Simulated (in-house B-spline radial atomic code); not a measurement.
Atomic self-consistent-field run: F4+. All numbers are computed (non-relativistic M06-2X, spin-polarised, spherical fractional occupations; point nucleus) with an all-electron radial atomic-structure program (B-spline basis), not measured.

In the input, 3d5,1 would mean five up and one down electron.

Command:
```bash
python run_scf.py task.json out
```
Settings:
```
Z                9
configuration    1s2 2s2 2p0,1
hamiltonian      nr
method           m062x
spin_polarised   True
```

Output (hartree, bohr):
```
 radial grid: 38 intervals, B-splines of order 8, outer radius 8.5106 bohr

 iter        energy (Eh)    residual
    1         -92.124228    3.10e-02
    2         -92.128042    3.13e-03
    3         -92.128053    1.42e-03
    4         -92.128055    6.89e-04
    5         -92.128055    6.30e-05
    6         -92.128055    8.39e-06
    7         -92.128055    3.50e-07
    8         -92.128055    6.04e-08

 total energy                       -92.12806
 kinetic                              92.0017
 electron-nucleus                   -201.4857
 Hartree                              24.9354
 exact exchange                       -3.8994
 exchange-correlation                 -3.6800

 orbital      occ     eigenvalue          <r>       <r^2>       <1/r>     <1/r^3>       r_max
 1s up      1.000       -29.5316     0.175494   0.0414289     8.64552           -      0.1141
 1s down    1.000       -29.5605     0.175468   0.0414245     8.64556           -      0.1142
 2s up      1.000        -4.4267     0.844742     0.84043     1.71958           -      0.6969
 2s down    1.000        -4.5712     0.835952    0.821593     1.73727           -      0.6917
 2p down    1.000        -3.6158     0.782373    0.750126     1.63937     13.1201      0.5951
```

Cost of the run: 0.09 s on 1 thread of Intel(R) Xeon(R) 6975P-C (shared host).

Caution: exact exchange at fractional occupations of open shells leaves self-interaction of up to several eV.
